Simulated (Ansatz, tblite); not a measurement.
Cost and result up the ladder for TiH₃ (4 atoms). The state is a doublet with charge 0. Geometry: PBE-D4/def2-TZVP.

```xyz
4

Ti    0.200   -0.015   -0.162
H    -0.384    1.582   -0.486
H     0.978   -0.248    1.367
H    -0.794   -1.319   -0.719
```

Ansatz on 4 threads of AMD EPYC 9R45 on a shared host; xTB runs through tblite on one thread. Times are rough, summed over both states, and most runs start from the orbitals of an earlier one. No level here is sound enough to serve as a yardstick. The other state is a singlet.

The xTB rows come from tblite. No other spin state of charge 0 was run.

Run but left out: HF/def2-TZVPP, MP2/def2-TZVPP, CCSD/def2-TZVPP, CCSD(T)/def2-TZVPP (charge +1 singlet: restricted singlet, unstable towards broken spin symmetry).

Raw xTB energies of ions are shifted by several eV, and xTB has no spin-polarisation term.

```tsv
level	functions	wall time
GFN1-xTB	15	0.002 s
GFN2-xTB	12	0.002 s
PBE-D4/def2-TZVP	63	0.45 s
PBE0-D4/def2-TZVP (with forces)	63	1.1 s
r2SCAN-D4/def2-TZVP	63	1.1 s
```

Task: Estimate what each level gives for the vertical IE (eV).

Result: 
| level | vertical IE (eV) | remarks |
| --- | --- | --- |
| GFN1-xTB | 13.26 | – |
| GFN2-xTB | 12.66 | – |
| PBE-D4/def2-TZVP | 8.32 | restricted SCF unstable in HF (+1 singlet) |
| PBE0-D4/def2-TZVP (with forces) | 8.65 | restricted SCF unstable in HF (+1 singlet) |
| r2SCAN-D4/def2-TZVP | 8.50 | restricted SCF unstable in HF (+1 singlet) |
